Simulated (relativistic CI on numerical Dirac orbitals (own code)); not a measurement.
Calculated at this level of theory: Dirac-Coulomb-Breit CI, separate exchange-only KLI orbitals for each configuration, a model potential for QED, unscaled Slater integrals (own radial code, finite nucleus).

The strongest absorption lines from the ground level of an ion, among the configurations computed and to levels below about 2760 eV (vacuum wavelength in Å, gf): 4.8458 (0.023), 4.9307 (0.013), 5.0764 (0.42), 5.1391 (0.055), 5.1951 (1.4), 5.4417 (0.053), 57.274 (0.12).

(1) Which ion is it?
A. Br XXX
B. Nb XXXVI
C. Sr XXXIII
D. Ru XXXIX

## Answers

(1) C. Sr XXXIII has 6 electrons and the ground level 2s2 2p2 3P_0; the strongest line goes to 2s2 2p 3d 3D°_1. The pattern of lines fixes the number of electrons, and along that sequence the line energies rise steadily with the charge (about as its square where n changes within one kind of shell, about linearly where n is kept but much faster in heavy ions where fine structure, which grows about as Z⁴, sets the gap, and irregularly where shells cross), which fixes Z. Configurations outside the model, such as inner-shell arrays, can give stronger lines. At this charge energies of transitions that change n are usually good to better than 1 %, and those within a shell (Δn = 0) to a few per cent.

LS names give the leading component of a level, which can be under half, so a name can repeat, a term be missing and a line seem to break the LS rules.
